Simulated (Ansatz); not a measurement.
The cluster HfZrO₄ was relaxed with PBE0-D4 (def2-SVP) in Ansatz in these states: neutral quintet, neutral singlet, neutral triplet. The geometries follow in no particular order.

In the def2 sets Hf, Zr take a core potential; there is no spin–orbit coupling.

A:

```
atom   x (Å)   y (Å)   z (Å)
 Hf1  -1.347   0.151  -0.073
 Zr2   1.417  -0.856  -0.459
  O3   0.129   0.420  -1.307
  O4   2.683   0.004   0.381
  O5  -0.159  -1.154   0.739
  O6  -2.722   1.435   0.720
```

B:

```xyz
6

Hf    0.545   -1.239    0.838
Zr   -1.259    0.541   -0.752
O    -0.835    0.142    1.148
O    -0.600    2.074   -1.283
O    -0.007   -0.974   -1.042
O     2.154   -0.545    1.092
```

C:

```xyz
6

Hf    0.0121    0.3846   -1.4607
Zr    0.3023   -0.9078    1.1801
O     1.3187    0.2914    0.0042
O    -0.0318   -0.8220    3.1783
O    -0.9520   -0.9008   -0.3308
O    -0.6493    1.9546   -2.5711
```

Question: Judge from the bond lengths which geometry belongs to which state (an estimate).

Answer: A is the neutral triplet (Zr2–O4 1.745 Å, Hf1–O6 2.042 Å, Zr2–O3 2.002 Å); B is the neutral singlet (Zr2–O4 1.751 Å, Hf1–O6 1.771 Å, Zr2–O3 1.987 Å); C is the neutral quintet (Zr2–O4 2.028 Å, Hf1–O6 2.034 Å, Zr2–O3 1.963 Å).
